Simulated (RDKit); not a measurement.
Input for RDKit: MMFF94 on C2H6 (SMILES CC).

```python
from rdkit import Chem
from rdkit.Chem import AllChem, rdDetermineBonds

blocks = [
'''8

C     0.00002306    0.00000000    0.77004531
C     0.00002306   -0.00000000   -0.77004531
H     1.01298738    0.00000000    1.17434927
H    -0.50645522    0.87724828    1.17436675
H    -0.50645522   -0.87724828    1.17436675
H     1.01298738   -0.00000000   -1.17434927
H    -0.50645522    0.87724828   -1.17436675
H    -0.50645522   -0.87724828   -1.17436675
''',
]
mol = None
for b in blocks:
    f = Chem.MolFromXYZBlock(b)
    rdDetermineBonds.DetermineBonds(f, charge=0)
    mol = f if mol is None else Chem.CombineMols(mol, f)
Chem.SanitizeMol(mol)
print(Chem.MolToSmiles(Chem.RemoveHs(mol)))
ff = AllChem.MMFFGetMoleculeForceField(mol, AllChem.MMFFGetMoleculeProperties(mol), nonBondedThresh=100.0, ignoreInterfragInteractions=False)
e = ff.CalcEnergy()
print(f'MMFF94 energy {e:.6f} kcal/mol')
```

Output:

```
CC
MMFF94 energy -1.013325 kcal/mol
```

The run finished.

Cost: about 0.020 core-seconds (a rough figure).
